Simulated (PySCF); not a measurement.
Vertical excitations of a molecule C₄H₂BrCl from TDDFT-PBE/def2-SVPD in PySCF, as energy in eV (oscillator strength): 4.46 (0.000), 4.55 (0.219), 4.68 (0.000), 5.02 (0.000), 5.18 (0.000), 5.42 (0.013), 5.64 (0.000), 5.72 (0.056), 5.96 (0.023), 6.05 (0.000). Lowest triplet (TDA): 2.96 eV. Coordinates come from a PBE0-D3(BJ)/def2-SVP optimisation. The values are those of a single conformer.

### Question
Pick the molecule that these values belong to.
(A) C#C/C(Br)=C\Cl
(B) C#C/C(Cl)=C\Br
(C) C#C/C=C(/Cl)Br

### Answer
B, C#C/C(Cl)=C\Br
